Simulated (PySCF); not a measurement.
C₈H₆, SMILES C1=CC(=C2C=C2)C=C1. Atoms are numbered in the order given.

```xyz
14

C      0.0000    -0.7286    -2.2078
C      0.0000    -1.1738    -0.9129
C      0.0000     0.0000    -0.0451
C      0.0000     0.0000     1.3103
C      0.0000     0.6646     2.5752
C      0.0000    -0.6646     2.5752
C      0.0000     1.1738    -0.9129
C      0.0000     0.7286    -2.2078
H      0.0000    -1.3533    -3.1020
H      0.0000    -2.2072    -0.5668
H      0.0000     1.5907     3.1463
H      0.0000    -1.5907     3.1463
H      0.0000     2.2072    -0.5668
H      0.0000     1.3533    -3.1020
```
Charge 0, spin multiplicity 1.

The structure is a stationary point at B3LYP-D3(BJ)/def2-SVP.

Method: PBE/def2-TZVP run with PySCF.

Isolated molecule, no solvent.

Computed frontier levels, gap, dipole moment:
```json
{
 "highest_occupied_level": "-4.61 eV",
 "lowest_empty_level": "-2.40 eV",
 "orbital_gap": "2.21 eV",
 "dipole_moment": "4.49 D",
 "quadrupole, principal values (traceless, Buckingham form, about the centre of nuclear charge)": "-12.20, 1.52, 10.69 D·Å"
}
```
